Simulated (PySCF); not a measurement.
A GIAO shielding run with PySCF 2.14 (density fitting, non-relativistic, gas phase) on `C1C[Si@H](C2CCCC2)OC1`, C8H16OSi:

```
$ OMP_NUM_THREADS=1 python probes_run.py task.json out

{"job": {"kind": "nmr", "xc": "PBE0", "basis": "pcSseg-1"}, "charge": 0, "multiplicity": 1}
C     -2.690690    -0.687097     0.867054
C     -2.913299     0.415195    -0.183628
C     -1.510239     0.978484    -0.515161
C     -0.508565     0.066771     0.216456
Si     1.131169     0.872089     0.626093
C      2.469408    -0.282088     1.294863
C      3.698166     0.221390     0.522832
C      3.226852     0.644362    -0.870884
O      1.992771     1.321722    -0.754900
C     -1.301267    -0.406879     1.441396
H     -3.478384    -0.714144     1.635617
H     -2.683698    -1.677446     0.382836
H     -3.564054     1.210158     0.211792
H     -3.417193     0.019629    -1.078201
H     -1.425878     2.013583    -0.142191
H     -1.305288     1.023755    -1.594590
H     -0.295462    -0.814252    -0.418071
H      0.864969     2.079650     1.472170
H      2.613894    -0.267821     2.384821
H      2.222301    -1.320198     1.010711
H      4.118010     1.102549     1.037512
H      4.503759    -0.528322     0.459739
H      3.107763    -0.245982    -1.519985
H      3.957544     1.308266    -1.361569
H     -0.854035    -1.280460     1.941286
H     -1.359383     0.402745     2.192334
```

Hardware: 1 thread of an Arm Neoverse V1, shared host. The job also computes population analyses, field gradients, ring-centre shieldings.

**Question.** How large is the calculation?

**Answer.** 86 electrons, 257 basis functions and 1350 auxiliary functions.

**Question.** How long does it take, and how much memory does it need?

**Answer.** 67 s of wall time, with 13 SCF cycles and 4 response iterations; peak memory 1.3 GiB. Times on a shared host scatter by some tens of per cent.

**Question.** And these other runs on the same molecule and hardware: GIAO shielding at CAM-B3LYP/pcSseg-1?

**Answer.** CAM-B3LYP/pcSseg-1: 257 functions, 90 s.
